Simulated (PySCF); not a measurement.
Ce: excitation energy

Ce [Xe] 4f1 5d1 6s2 (high-spin determinant) → Ce [Xe] 4f2 5d1 6s1 (high-spin determinant), as a difference of total energies. Computed with PySCF 2.14 in ANO-RCC-VTZP (8s7p5d3f2g1h, 104 functions), with the spin-free X2C one-electron Hamiltonian (Gaussian nucleus). Correlated levels: valence: [Kr] 4d10 frozen; valence and next inner shell: [Ar] 3d10 frozen. The calculations carry no spin-orbit coupling.

```csv
method,excitation energy (eV)
UHF,2.190
LDA,0.166
PBE,0.083
r2SCAN,-0.162
MP2 (valence),2.141
SCS-MP2 (valence),2.499
MP2 (valence and next inner shell),2.217
SCS-MP2 (valence and next inner shell),2.549
```

Question: How much does correlation contribute at MP2 (valence and next inner shell)?

Answer: 2.217 − (2.190) = 0.027 eV, measured against UHF.

A first-order spin-orbit estimate (lowest level to lowest level, LS coupling) adds -0.034 eV.

In the upper state the promoted electron has a positive orbital energy at LDA, PBE, so the basis confines it.

The determinant of the upper state and of the lower state mixes LS terms, which raises its energy above the lowest term, most at the Hartree-Fock and MP2 levels.
